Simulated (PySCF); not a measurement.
## Computed properties of H₂O₃S, SMILES O=S(O)O

H₂O₃S, SMILES O=S(O)O. Geometry: B3LYP-D3(BJ)/def2-SVP. Other conformers were not sampled. All values are computed for the isolated molecule unless a solvent is named; none is compared with measurement here.

**Structure.** The optimised structure has Cs symmetry. All 12 harmonic modes at B3LYP-D3(BJ)/def2-SVP (PySCF) are real, so it is a minimum. With heavy atoms numbered as in [O:1]=[S:2]([OH:3])[OH:4], the shortest bond between them is O1–S2 at 1.478 Å and the longest S2–O4 at 1.659 Å.

**Vibrations.** The strongest infrared lines (harmonic, unscaled, degenerate partners summed) lie at 754 cm⁻¹ (338 km/mol, O 56 %, S 42 %), 761 cm⁻¹ (150 km/mol, O 65 %, S 34 %), 1234 cm⁻¹ (148 km/mol, O 46 %, S 32 %, H 22 %). The softest mode is at 167 cm⁻¹ and the zero-point energy is 20.2 kcal/mol.

**Electronic structure.** ωB97X/def2-TZVPD (PySCF) places the frontier levels at -11.04 and 1.44 eV, a gap of 12.48 eV, and gives a dipole moment of 1.57 D and a mean polarisability of 35.9 bohr³. PBE/def2-TZVPD (PySCF) at the same geometry gives -7.20 and -1.29 eV, so its gap is 6.57 eV narrower. An orbital gap is neither the optical nor the fundamental gap.

**Excitations.** TDDFT-B3LYP/def2-SVPD (PySCF) has S1 at 6.63 eV (187 nm, f = 0.042, weak); the most intense of the 10 singlets computed lies at 8.38 eV (f = 0.09). T1 (TDA) is at 5.77 eV. TDDFT-PBE/def2-SVPD (PySCF) puts S1 at 6.32 eV. No vertical singlet excitation falls in the visible range (under 3.1 eV).

**NMR.** GIAO shifts at HF/pcSseg-2 (PySCF) (non-relativistic, atoms alike by connectivity averaged): ¹H at 4.8 ppm against TMS.

**Solvation.** SMD-ωB97X/def2-SVP (PySCF) gives -11.3 kcal/mol in water, -4.7 kcal/mol in toluene, -6.7 kcal/mol in ethylethanoate (1 M in both phases, gas-phase geometry); of these solvents water holds the molecule best.
